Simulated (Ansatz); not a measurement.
Ansatz (a quantum-chemistry and plane-wave program) input for C6H8Cl2Si2, SMILES c1([SiH2]Cl)ccc([SiH2]Cl)cc1, CAM-B3LYP/def2-SVPD. The structure is a stationary point at B3LYP-D3(BJ)/def2-SVP. The values are those of a single conformer.

Ansatz 0.2 input:
```yaml
crystal:
  periodic: [false, false, false]
  atoms:
    - {symbol: Si, position_ang: [-3.24891533, 0.47125898, 0.16243056]}
    - {symbol: Cl, position_ang: [-4.19655835, -0.66222940, -1.31006717]}
    - {symbol: C, position_ang: [-1.39848880, 0.21457490, 0.08025154]}
    - {symbol: C, position_ang: [-0.59443842, 1.02764484, -0.73844336]}
    - {symbol: C, position_ang: [0.78250789, 0.81794223, -0.82170478]}
    - {symbol: C, position_ang: [1.40007384, -0.21007230, -0.08705253]}
    - {symbol: C, position_ang: [0.59592782, -1.02342379, 0.73138138]}
    - {symbol: C, position_ang: [-0.78090620, -0.81364638, 0.81473660]}
    - {symbol: Si, position_ang: [3.25082773, -0.46510363, -0.16684921]}
    - {symbol: Cl, position_ang: [4.19267309, 0.65052258, 1.32292338]}
    - {symbol: H, position_ang: [-3.57775058, 1.89856240, -0.08857055]}
    - {symbol: H, position_ang: [-3.76798056, 0.02092115, 1.48003259]}
    - {symbol: H, position_ang: [-1.04727549, 1.83568698, -1.32020577]}
    - {symbol: H, position_ang: [1.38286743, 1.46524772, -1.46742711]}
    - {symbol: H, position_ang: [1.04874783, -1.83142892, 1.31322843]}
    - {symbol: H, position_ang: [-1.38120696, -1.46087837, 1.46060747]}
    - {symbol: H, position_ang: [3.58036485, -1.89500996, 0.06793572]}
    - {symbol: H, position_ang: [3.77345253, 0.00162315, -1.47730886]}
basis:
  gaussian:
    orbitals: def2-SVPD
hamiltonian:
  xc: {name: CAM-B3LYP}
```

Log of the run:

```
WARN ansatz: RAYON_NUM_THREADS=2 ignored (pool sized by the plan → 2); use --threads N
Functional definition: CAM-B3LYP
integrals: 0.58 GiB planned
2552 factors; their error is unknown
integrals: 0.60 GiB planned
973 factors; integrals over basis functions are off by at most 1.8e-5 eV
mean field: 3.48 GiB planned
mean field evaluation 1: about -47130.7824 eV, gradient 4.5e1 eV
mean field evaluation 2: about -47131.4862 eV, gradient 4.3e1 eV
mean field evaluation 4: about -47136.1399 eV, gradient 1.1e0 eV
mean field evaluation 8: about -47136.2900 eV, gradient 3.9e-1 eV
mean field evaluation 16: about -47136.2903 eV, gradient 3.4e-5 eV
mean field -47136.29032463 eV, -1732.2267193051 hartree, gradient 3.4e-5 eV, S^2 0.000000; 0 other end points of the search recorded, 0 dependent functions left out
reference -47136.29051964 eV, -1732.2267264716 hartree; 53, 53 occupied and 233, 233 virtual orbitals, 2552 factors
Total energy: -47136.29051964 eV, -1732.2267264716 hartree
```

Self-consistency was reached.

Cost: roughly 30 core-seconds.
